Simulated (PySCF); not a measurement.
# Spinor energies of Mg⁺ (magnesium, charge +1)

Start: [Ne] 3p1; 3p3/2 filled at m_j = +3/2. Calculated with PySCF 2.14 in x2c-SVPall-2c with one added diffuse shell each of s, p type (5s5p1d, 25 functions): generalised Hartree-Fock with the X2C-1e Hamiltonian and a Gaussian nucleus; one run each with spin-orbit coupling (SO) switched off, then screened by Boettger's factors. This is a chosen level, not necessarily the ground level.

```
spinor shell  electrons  ε, spin-free (eV)  ε, screened SO (eV)  weight of nominal j (screened SO)  rms radius, screened SO (bohr)
       1s1/2          2            -1346.0              -1346.0                              1.000                           0.151
       2s1/2          2            -113.04              -113.04                              1.000                           0.756
       2p1/2          2            -72.585              -72.747                              0.962                           0.768
       3p3/2          1            -10.404              -10.400                              1.000                            3.86
```

Q: Where does 2p3/2 lie, and what is the 2p spin-orbit splitting (screened SO)?

A: At -72.511 eV, 0.236 eV above 2p1/2.

| quantity | spin-free | screened SO |
| --- | --- | --- |
| E (hartree) | -199.44201 | -199.44190 |
| M_J | 3/2 | 3/2 |
| ⟨J²⟩ | 3.750 | 3.750 |
| ⟨L²⟩ | 2.000 | 2.000 |
| ⟨S²⟩ | 0.750 | 0.750 |

Each row is a mean over spinors that exchange with the open shell spreads, by up to 0.484 eV (2p3/2).

Without spin-orbit coupling the j labels of p, d and f shells carry no meaning; the spin-free column gives the mean over the occupied spinors of each nl shell.
